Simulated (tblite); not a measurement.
A tight-binding relaxation on `CC#CC1=CC=C[C@]1(C)F`.

Computed with GFN2-xTB geometry optimisation, gas phase (tblite 0.8.0). Start geometry: from a force field or distance geometry. A driver script takes a list of jobs; this job's settings line and coordinates (Å) are shown.

Command:
```bash
OMP_NUM_THREADS=1 python probes_run.py task.json out
```

Input:
```
{"job": {"kind": "relax", "xc": "GFN2-xTB", "basis": "xTB"}, "charge": 0, "multiplicity": 1}
C      3.688200    -0.169500     1.124000
C      2.331600     0.045300     0.551800
C      1.230700     0.194600     0.114700
C     -0.105500     0.396500    -0.446400
C     -0.294900     0.815600    -1.670500
C     -1.739100     0.895800    -1.906600
C     -2.378800     0.522700    -0.814600
C     -1.389300     0.160600     0.244500
C     -1.567200    -1.241800     0.783900
F     -1.580500     1.021100     1.326400
H      3.901700    -1.248600     1.064600
H      3.653900     0.239400     2.143200
H      4.452100     0.360200     0.547500
H      0.433700     1.078300    -2.440300
H     -2.231800     1.223000    -2.821400
H     -3.459700     0.485500    -0.693900
H     -0.867800    -1.965900     0.362100
H     -2.611900    -1.644400     0.616100
H     -1.475100    -1.159200     1.907400
```

Output:
```
step      E/eV     max force
  0    -774.98125    4.117
  1    -775.06989    5.771
  2    -775.24073    2.280
  3    -775.28030    1.117
  4    -775.30069    0.350
  5    -775.31205    0.292
  6    -775.32779    0.343
  7    -775.33336    0.241
  8    -775.33748    0.149
  9    -775.34026    0.138
... (59 lines left out)
 69    -775.45406    0.020
 70    -775.45413    0.018
 71    -775.45418    0.020
 72    -775.45422    0.017
 73    -775.45424    0.013
 74    -775.45425    0.013
 75    -775.45428    0.014
 76    -775.45430    0.018
 77    -775.45433    0.013
 78    -775.45434    0.008
```

«max force» is the largest atomic force in eV/Å.

From which step on does the largest force stay under 0.1 eV/Å, and how much energy is left to gain from there?

From step 52 (0.071 eV/Å), 6.9 meV above the end.

Summary of the converged run: energy lowered by 10.9 kcal/mol over 78 steps; largest atomic force 0.008 eV/Å at the end.

Hardware: one thread of an Arm Neoverse V2, shared host with 32 logical CPUs at a one-minute load of 9.6. Cost: 0.45 s wall.
Labels such as C1 count atoms from 1, the log's own numbers from 0.
